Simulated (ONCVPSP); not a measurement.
Ar, ONCV: configuration errors across variants

* Element: argon
* Generator: ONCVPSP 4.0.1
* Type: optimised norm-conserving Vanderbilt (ONCV)
* Functional: PBE
* Relativity: scalar-relativistic
* Frozen core: [Ne]
* Valence charge: 8
* Reference configuration: 3s2 3p6
* Partial waves: 3s: rc 1.00 bohr, ncon 4, nbas 8, qcut 5.9 1/bohr, 2 projectors, debl 3.5 Ha; 3p: rc 1.40 bohr, ncon 4, nbas 7, qcut 6.8 1/bohr, 1 projector; d scattering state at 0.29 Ha: rc 1.25 bohr, ncon 4, nbas 7, qcut 9.2 1/bohr, 2 projectors, debl 3.4 Ha
* Local potential: polynomial inside 0.75 bohr (lpopt 1, dvloc0 0 Ha)
* Core correction: none

All-electron excitation energies from the reference (eV): (1) 3s2 3p5 16.057; (2) 3s2 3p4 44.717; (3) 3s2 3p3 87.300; (4) 3s2 3p5.5 6.547.

2 further variants failed, have other tests or another functional or relativity, and are left out.

A true bound ghost makes a file unfit for plane-wave use even where its test errors are small: the radial tests pick states by their node count and pass the ghost by.

Errors AE − PS in meV (a dash: test not solved or not reliable):

| change | (1) | (2) | (3) | (4) | bound ghosts | GHOST(+) flags above zero |
| --- | --- | --- | --- | --- | --- | --- |
| base | +3.0 | +23 | +77 | +0.2 | none | s |
| local potential polynomial inside 0.75 bohr (lpopt 1, dvloc0 -2 Ha) | +3.1 | +24 | +78 | +0.2 | none | s |
| d: qcut 10.7 | +3.0 | +23 | +77 | +0.2 | none | s |
| local potential polynomial inside 0.75 bohr (lpopt 3, dvloc0 6 Ha) | +2.4 | +21 | +70 | +0.1 | none | s |
| p: rc 1.28 | +3.0 | +23 | +78 | +0.2 | none | s |
| s: qcut 8.8 | +2.9 | +22 | +74 | +0.2 | s | none |
| p: rc 1.18 | +3.1 | +24 | +79 | +0.3 | none | s |
| s: qcut 6.5; p: qcut 7.5; d: qcut 10.2 | +2.7 | +22 | +74 | +0.1 | s | none |
| s: nproj 3 | +2.9 | +23 | +76 | +0.2 | s | s |

Question: Give the same row for: p: nbas 9.

Answer: +3.0, +23, +76, +0.2; bound ghosts: none; GHOST(+) flags above zero: s.
